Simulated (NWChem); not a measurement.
Species: BeGeNH5; SMILES [Be]([NH2])[GeH3]

```xyz
8

Be     0.0047    -1.2945    -0.0063
N     -0.0003    -2.7933     0.0019
H      0.8258    -3.3805     0.0058
H     -0.8297    -3.3756     0.0072
Ge     0.0054     0.9091    -0.0093
H     -1.3468     1.5218     0.4552
H      1.0701     1.5331     0.9366
H      0.2779     1.5460    -1.4006
```
Atoms are numbered in this order, from 1.

Results from NWChem. All runs use the structure optimised with B3LYP/6-31G* (spherical d). Level: PBE0/def2-SVPD; rows give the wavelength of the field.

For field 1065 nm:

- isotropic polarisability (bohr³) = 63.4
- anisotropy (bohr³) = 20.8

Q: Estimate the same quantities for field 589 nm.

A: 
| Item | Value |
|---|---|
| isotropic polarisability (bohr³) | 65.7 |
| anisotropy (bohr³) | 22.2 |
